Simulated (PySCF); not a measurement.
## Ge (germanium, neutral) across methods

[Ar] 3d10 4s2 4p2, high-spin 3P determinant. All numbers are calculated (PySCF 2.14, scalar relativity through the core potential, in aug-cc-pVDZ-PP with ECP10MDF). The B2PLYP total includes its PT2 part (frozen core); its orbital energies are those of the SCF part.

```csv
method,E (hartree),mean ε 4s α (eV),mean ε 4s β (eV),mean ε 4p α (eV),Σ⟨r²⟩ (bohr²),⟨S²⟩
PBE,-294.5156,-12.133,-10.769,-4.358,40.71,2.002
BHandHLYP,-294.3711,-15.003,-12.732,-6.105,40.38,2.004
UHF,-293.34175,-17.500,-13.447,-7.882,40.85,2.010
PBE0,-294.4800,-13.651,-11.698,-5.364,40.39,2.003
B2PLYP,-294.1302,-15.046,-12.546,-6.149,40.58,2.004
BLYP,-294.4874,-11.975,-10.889,-4.093,40.90,2.001
LC-wPBE,-294.5547,-16.911,-14.428,-7.866,39.87,2.006
r2SCAN,-294.4035,-12.662,-10.972,-4.677,40.06,2.005
LDA,-294.0434,-12.368,-11.156,-4.374,40.57,2.001
```

Energies and moments cover only the electrons outside the core potential.
